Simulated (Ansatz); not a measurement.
Ga₅P₄H₁₆⁻, a cluster cut from zinc blende GaP (hydrogen-capped). Charge -1, multiplicity 1. Geometry PBE-D4/def2-SVP, basis def2-TZVP, Ansatz.

```json
{"run": "A", "HOMO (eV)": "-3.66", "LUMO (eV)": "1.71"}
{"run": "B", "HOMO (eV)": "-3.00", "LUMO (eV)": "1.31"}
{"run": "C", "HOMO (eV)": "-4.07", "LUMO (eV)": "2.06"}
{"run": "D", "HOMO (eV)": "-6.26", "LUMO (eV)": "3.98"}
{"run": "E", "HOMO (eV)": "-3.27", "LUMO (eV)": "1.43"}
```

Single mean-field runs in def2-TZVP are fitted with def2-universal-jkfit.

Q: The runs used PBE, PBE0, r2SCAN, r2SCANh, ωB97X-V. Estimate which is which.

A: A r2SCANh (10 % exact exchange); B PBE (0 % exact exchange); C PBE0 (25 % exact exchange); D ωB97X-V (range-separated); E r2SCAN (0 % exact exchange). Exact exchange lowers occupied and raises empty levels; among semilocal functionals meta-GGAs tend to open the gap a little, and such runs are hard to tell apart. The gap grows from 4.31 eV (PBE) to 10.23 eV (ωB97X-V).
